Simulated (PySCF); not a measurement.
Electron correlation in F²⁺ (fluorine, charge +2)

[He] 2s2 2p3, high-spin 4S determinant. Computed with PySCF 2.14 in cc-pVTZ-DK (4s3p2d1f, 30 functions), with scalar relativity by spin-free X2C-1e. Frozen: 1s2; 5 electrons correlated.

MP2 pair energies summed by pair of shells (mhartree):

```tsv
pair	energy	share (%)
2s-2p	-65.76	66.4
2p-2p	-23.64	23.9
2s-2s	-9.70	9.8
```

Total MP2 correlation energy: -99.11 mhartree.

Same-spin part -29.08 and opposite-spin part -70.02 mhartree; SCS-MP2 scales them by 1/3 and 6/5 to -93.72 mhartree.

```tsv
level	correlation energy (mhartree)
CCSD	-113.17
(T)	-1.16
CCSD(T)	-114.33
```

Diagnostics: T1 = 0.0028, D1 = 0.0062, largest double amplitude 0.033.

Cost of the coupled-cluster step: 0.29 s of wall time on 1 thread of Neoverse-V1 (shared host), for 5 correlated electrons.
